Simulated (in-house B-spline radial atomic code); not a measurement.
RPA and G0W0 on B3LYP (VWN-RPA): Sb V (Sb4+)

Configuration [Kr] 4d10 5s1, highest spin, mean-field start B3LYP (VWN-RPA). Computed with a B-spline radial code for spherical atoms: all electrons, non-relativistic, point nucleus, each spin shell either full or empty, empty states to l = 9 with an (l + 1/2)⁻⁴ tail; G0W0 by contour deformation at full frequency.

Without relativity these are model numbers: it shifts the levels of so heavy an element strongly and can reorder them.

Command:
```bash
python run_gw.py task.json out
```
Settings (radii: box in bohr, nucleus in fm):
```
Z                        51
electrons                47
configuration            [Kr] 4d10 5s1
hamiltonian              nr
method                   b3lyp
lmax                     9
spin_polarised           True
box_radius               11.96
intervals                52
ion_configuration        [Kr] 4d10
```

Cost of the run: 7.7 s on 1 thread of Arm Neoverse N1, with other jobs on the host.

Energies (hartree):

```json
{"term": "mean-field total", "value": "-6312.63276"}
{"term": "Hartree-Fock functional on these orbitals", "value": "-6310.20278"}
{"term": "direct second order", "value": "-4.0742"}
{"term": "second-order exchange", "value": "1.1262"}
{"term": "SOSEX correction", "value": "1.0528"}
```

(1) What is the RPA correlation energy, and what remains with SOSEX?

Quasi-particle levels (eV):

| level | occupied | mean field | Σx - vxc | Σc | QP weight | G0W0 |
| --- | --- | --- | --- | --- | --- | --- |
| 5s up | yes | -49.60 | -2.19 | ? | ? | ? |
| 4d down | yes | -79.36 | -8.27 | 0.57 | 0.943 | -87.07 |
| 4d up | yes | -79.61 | -8.33 | 0.56 | 0.919 | -87.38 |
| 5s down | no | -46.55 | 6.81 | -2.74 | 0.949 | -42.48 |

G0W0 = mean field + (Σx - vxc) + Σc, with Σc (partial-wave tail included) taken at the quasi-particle energy. Only the outer levels were computed. Levels of low weight are left out.

(2) Where does G0W0 put 5s up?

(3) What does it cost to remove one electron (to [Kr] 4d10) by differences of total energies, each species on its own start (correlation terms add to the Hartree-Fock functional)?

Answers

(1) RPA gives -3.6111 hartree (-2.09 eV per electron); RPA + SOSEX gives -2.5583, and the second-order doubles -2.9481 hartree (no singles). RPA lacks exchange-type terms and so overcorrelates at short range.

(2) At -53.82 eV, with Σc = -2.02 eV and a quasi-particle weight of 0.967. The tabulated removal energy is 55 ± 0.1 eV (NIST, semi-empirical); the calculation leaves out relativity, Breit and QED terms, and what these don't explain is the method's own error.

(3) B3LYP (VWN-RPA) 53.81 eV, Hartree-Fock functional 51.55 eV, + RPA 53.58 eV, + RPA + SOSEX 52.88 eV, + second order 53.77 eV. Tabulated: 55 ± 0.1 eV (NIST, semi-empirical); the calculation leaves out relativity, Breit and QED terms, and what these don't explain is the method's own error.
